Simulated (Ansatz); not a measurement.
Gas-phase electronic energies from Ansatz, PBE0-D4/def2-TZVP geometries. CCSD(T)/CBS adds triple-zeta CCSD(T) − MP2 to the extrapolated MP2 energy (def2 sets, frozen cores). DFT in def2-TZVPP. B3LYP here is the variant with VWN-RPA as its local correlation; programs differ in this. def2 core potentials past Kr. For Br, Ge, Sn outer-core shells are correlated without core-valence functions, which leaves a few kJ/mol of doubt a bond. Scalar relativity is left out up to krypton. One conformer a species, not always the lowest.

Consider the redistribution: `[SH][Ge][Br]` + `[F][SnH]([Cl])[Cl]` → `[Cl][Ge][Br]` + `[F][SnH]([SH])[Cl]`.

`[SH][Ge][Br]`:

Z-matrix (Å, degrees):
```
S
Ge 1 2.237
H 1 1.344 2 96.8
Br 2 2.358 1 99.8 3 -0.0
```

`[F][SnH]([Cl])[Cl]`:

Z-matrix (Å, degrees):
```
Sn
F 1 1.901
Cl 1 2.292 2 105.5
Cl 1 2.292 2 105.5 3 -115.0
H 1 1.689 2 109.2 3 122.5
```

`[Cl][Ge][Br]`:

Cartesian coordinates in Å:
```
Cl -1.251 1.252 -0.065
Ge -0.216 -0.531 -0.776
Br 1.467 -0.721 0.841
```

`[F][SnH]([SH])[Cl]`:

```xyz
6

F    -1.328   -1.457   -0.457
Sn   -0.156   -0.268    0.472
S     1.723    0.151   -0.904
Cl   -1.422    1.650    0.672
H     0.193   -0.967    1.974
H     0.991    0.890   -1.757
```

Task: Is it downhill or uphill in electronic energy at CCSD(T)/CBS, and by how much? (Best estimate.)

Result: Computed: Nearly level: ΔE = -0.01 eV.

Task: What do these levels give: LDA (SPW92), r2SCAN-D4, B3LYP-D4, ωB97X-V, ωB97M-V, B2PLYP, PBE0, r2SCANh, RPA@PBE/def2-TZVPP, MP2/def2-SVP, CCSD/def2-TZVPP, MP2/def2-QZVPP? (An estimate is asked.)

Result: Computed: LDA (SPW92) -0.02, r2SCAN-D4 -0.01, B3LYP-D4 -0.03, ωB97X-V -0.03, ωB97M-V -0.04, B2PLYP -0.02, PBE0 -0.02, r2SCANh -0.01, RPA@PBE/def2-TZVPP -0.01, MP2/def2-SVP 0.04, CCSD/def2-TZVPP -0.01, MP2/def2-QZVPP -0.01 eV.

Largest T1 diagnostic among the species: 0.013.

At CCSD(T), def2-SVP lies +0.04 eV from the extrapolated value and def2-TZVPP +0.00 eV. Leaving LDA and LC-ωPBE aside and taking each functional with its dispersion term where it has one, the values, not all of them listed here, spread over 0.03 eV, from BLYP-D4 to r2SCAN-D4.
